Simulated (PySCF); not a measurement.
YCl2, SMILES [Cl][Y+][Cl], charge +1. Heavy atoms are numbered as in [Y+:1]([Cl:2])[Cl:3].

The structure is a stationary point at B3LYP-D3(BJ)/def2-TZVP. The spin state was assumed, not searched. The isomer is the one that the SMILES or the coordinates give; other isomers of the formula were not compared. The def2 effective core potentials stand for the cores of Y; spin–orbit coupling is left out.

Method: CAM-B3LYP/def2-TZVPD in PySCF.

Mulliken values depend strongly on the basis, most of all with diffuse functions as here. ESP charges are fitted to the potential on shells at 1.4 to 2.0 van der Waals radii. Atomic charges (e), one atom of each kind:

| atom | ESP fit | Mulliken |
|---|---|---|
| Y1 | 1.68 | 1.64 |
| Cl2 | -0.34 | -0.32 |
